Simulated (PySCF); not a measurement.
CH4BrFOSi, SMILES CO[SiH](F)Br. Geometry optimised at PBE0-D3(BJ)/def2-SVP. This is a generated structure with no PubChem entry under its InChIKey; it may be hypothetical. Other conformers were not sampled.

### Question
Give the equilibrium geometry at PBE0-D3(BJ)/def2-SVP (PySCF confirms it by a frequency run) as bond lengths and angles. (The exact figures need the calculation; the answer reports its results.)

### Answer
This is not unique; one that fits is 
Atoms: Si1 F2 Br3 O4 C5 H6 H7 H8 H9. Bond lengths (Å): Si1–F2 1.616, Si1–Br3 2.193, Si1–O4 1.635, Si1–H6 1.479, O4–C5 1.408, C5–H7 1.103, C5–H8 1.104, C5–H9 1.099. Angles (°): F2–Si1–Br3 108.9, F2–Si1–O4 109.7, F2–Si1–H6 107.1, Br3–Si1–O4 107.2, Br3–Si1–H6 110.8, O4–Si1–H6 113.1, Si1–O4–C5 126.1, O4–C5–H7 111.4, O4–C5–H8 111.8, O4–C5–H9 108.3, H7–C5–H8 108.6, H7–C5–H9 108.5, H8–C5–H9 108.2.
